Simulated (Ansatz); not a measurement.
AlCl2, doublet, geometry from GFN2-xTB (such geometries of metal compounds can be far from the true shape).

Ansatz (a first-principles code) was given this input:
Ansatz 0.2 input:
```yaml
crystal:
  periodic: [false, false, false]
  atoms:
    - {symbol: Al, position_ang: [0.00160221, 0.63542259, 0.02351302]}
    - {symbol: Cl, position_ang: [1.85128917, -0.24859337, 0.01717242]}
    - {symbol: Cl, position_ang: [-1.85251440, -0.23731802, -0.03515296]}
basis:
  gaussian:
    orbitals: def2-SV_P_.json
hamiltonian:
  xc: b3lyp5
magnetization: {spin_polarized: true, initial_magnetization: 1}
```
The basis file holds def2-SV(P) in the JSON format of the Basis Set Exchange.

Task: What <S^2> does B3LYP5/def2-SV(P) (Ansatz) give?

Result: 0.751

Task: Give the number of basis functions at the level B3LYP5/def2-SV(P).

Result: 54

Task: Estimate the total energy that B3LYP5/def2-SV(P) returns for this input.

Result: -1162.421552 Ha
